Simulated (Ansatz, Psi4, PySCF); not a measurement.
CH$_{5}$N, charge -1, doublet, at the geometry of the source list (a state made from the parent by changing its charge; the spin is typed, not shown lowest) (in this run its highest filled SCF level lies above zero, so its values depend strongly on the basis, on diffuse functions most of all), atoms displaced at random by about 0.08 Å a coordinate. Base run: PBE0/STO-3G, gradient (PySCF).

Here is a job for PySCF.
```python
from pyscf import gto, scf, dft

mol = gto.M(
    atom='''
C    -0.479451    0.095582    0.062743
N     0.696990   -0.190863   -0.284873
H    -1.118396   -0.780873   -0.663461
H    -0.928123    1.117038   -0.194761
H    -0.844742   -0.279496    0.997099
H     1.085466   -1.052246    0.092275
H     1.277944    0.511891    0.183698
''',
    basis='sto-3g',
    charge=-1,
    spin=1,
    verbose=4,
)

mf = dft.UKS(mol)
mf.xc = 'pbe0'
mf.kernel()
g = mf.nuc_grad_method()
grad = g.kernel()
```

Programs used: Ansatz (a first-principles code), Psi4, PySCF; a row that names a program was run with it.

The coordinate followed is y of atom 3.

The base run was repeated with changes; each row names its change, and settings that it needs were set with it.

```
change                                                  dE/dx (Eh/bohr)  net force (Eh/bohr)
------------------------------------------------------  ---------------  -------------------
base                                                           0.058903             0.000015
code = ansatz                                                  0.058902             0.000000
code = psi4                                                    0.059049             0.000005
grids.level = 5; grid_response = off                           0.058903             0.000001
grids.level = 1; grid_response = off                           0.058896             0.000103
conv_tol = 1e-4                                                0.059469             0.000015
finite difference step (bohr) = 0.01; conv_tol = 1e-11         0.058899                    -
grids.level = 1; grid_response = on                            0.058890             0.000000
grids.level = 0; grid_response = on                            0.054942             0.000000
finite difference step (bohr) = 0.05; conv_tol = 1e-11         0.058823                    -
grids.level = 0; grid_response = off                           0.057454             0.008938
grids.level = 5; grid_response = on                            0.058903             0.000000
```

The net force is zero for an exact gradient.

Open shells are given as the SCF converged; they aren't shown to be the lowest states, and a large step between rows can be another state.
